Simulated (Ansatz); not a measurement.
Abridged output of a molecular run in Ansatz:

```
Functional definition: HF
1797 factors; integrals over basis functions are off by at most 6.9e-4 eV
mean field evaluation 1: about -80217.2494 eV, gradient 1.9e1 eV
mean field evaluation 2: about -80217.4570 eV, gradient 1.9e1 eV
mean field evaluation 4: about -80219.7334 eV, gradient 4.0e0 eV
mean field evaluation 8: about -80219.7505 eV, gradient 1.6e-1 eV
mean field -80219.75062384 eV, -2948.0214605262 hartree, gradient 2.3e-6 eV, S^2 0.000000; 0 other end points of the search recorded, 0 dependent functions left out
24 core orbitals not correlated: weight in the atoms' cores, before any rotation towards them, 1.000 or more for the frozen orbitals, at most 0.000 for the correlated occupied ones
reference -80219.75062384 eV, -2948.0214605262 hartree; 18, 18 occupied and 272, 272 virtual orbitals, 1797 factors
second order -17.75123111 eV of doubles, -0.00000000 eV of singles
cycle   1  -19.00100676 eV  change    -1.2e0 eV  update   1.1e-1
cycle   2  -19.74424022 eV  change   -7.4e-1 eV  update   3.5e-2
cycle   3  -19.81461676 eV  change   -7.0e-2 eV  update   1.4e-2
cycle   4  -19.80839152 eV  change    6.2e-3 eV  update   4.0e-3
cycle   5  -19.80629136 eV  change    2.1e-3 eV  update   1.1e-3
cycle   6  -19.80562347 eV  change    6.7e-4 eV  update   3.2e-4
cycle   7  -19.80559759 eV  change    2.6e-5 eV  update   7.7e-5
cycle   8  -19.80562632 eV  change   -2.9e-5 eV  update   2.5e-5
perturbative correction -0.70009676 eV, -0.0257280813 hartree
Total energy: -80240.25634692 eV, -2948.7750319501 hartree
```

Its atoms:

```xyz
14

Si    0.188   -1.909    1.179
Ge   -0.056    0.372    0.550
Si   -2.015    0.644   -0.772
Si    1.855    1.085   -0.674
H     1.407   -2.097    2.009
H    -0.996   -2.369    1.953
H     0.311   -2.743   -0.046
H    -0.187    1.233    1.823
H    -1.894   -0.185   -2.001
H    -3.221    0.207   -0.019
H    -2.186    2.066   -1.171
H     1.715    2.508   -1.081
H     1.992    0.250   -1.897
H     3.087    0.938    0.146
```

(1) Which basis set was used?
A. def2-QZVPP
B. cc-pV(Q+d)Z
C. def2-TZVPP
D. cc-pV(D+d)Z

(2) Write the keys of the input that set method, charge and spin (a neutral closed shell needs none for the last two).

## Answers

(1) C. It gives 314 functions.

(2) 
```yaml
correlation: {method: ccsd_t}
```
